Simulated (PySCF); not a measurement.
**Sulfur: a sound run and one with changed settings**

Sound run: S²⁺ [Ne] 3s2 3p2, S³⁺ [Ne] 3s2 3p1. Computed with PySCF 2.14 in cc-pV(D+d)Z (4s3p2d, 23 functions), with no relativity, point nucleus. In the sound run the correlated levels freeze [Ne]. The sound run starts from symmetry-adapted Hartree-Fock orbitals and uses a fine grid where one is needed.

Changed run: scalar relativity by spin-free X2C-1e. This setting is unsound on purpose.

| species | method | sound run (hartree) | changed run (hartree) | converged |
| --- | --- | --- | --- | --- |
| S²⁺ | UHF | -396.32304 | -397.28436 | yes |
| S²⁺ | M06-2X | -396.85031 | -397.81138 | yes |
| S²⁺ | B3LYP | -396.88398 | -397.84472 | yes |
| S²⁺ | MP2 | -396.37712 | -397.33841 | yes |
| S²⁺ | CCSD(T) | -396.40124 | -397.36241 | yes |
| S³⁺ | UHF | -395.06882 | -396.02974 | yes |
| S³⁺ | M06-2X | -395.57752 | -396.53829 | yes |
| S³⁺ | B3LYP | -395.60369 | -396.56408 | yes |
| S³⁺ | MP2 | -395.11098 | -396.07186 | yes |
| S³⁺ | CCSD(T) | -395.13346 | -396.09418 | yes |

Ionisation energy of S²⁺:

```
 method  sound run (eV)  changed run (eV)
    UHF          34.129            34.140
 M06-2X          34.634            34.642
  B3LYP          34.839            34.848
    MP2          34.454            34.465
SCS-MP2          34.373            34.384
   CCSD          34.489            34.501
CCSD(T)          34.498            34.510
```

Most of the change in total energy is the relativistic energy itself. On top of that the contraction fixes the core shape for the Hamiltonian it was made with, so the changed run is not a good calculation with the other Hamiltonian either.

For comparison, NIST gives 34.86 ± 0.04 eV between the lowest levels.
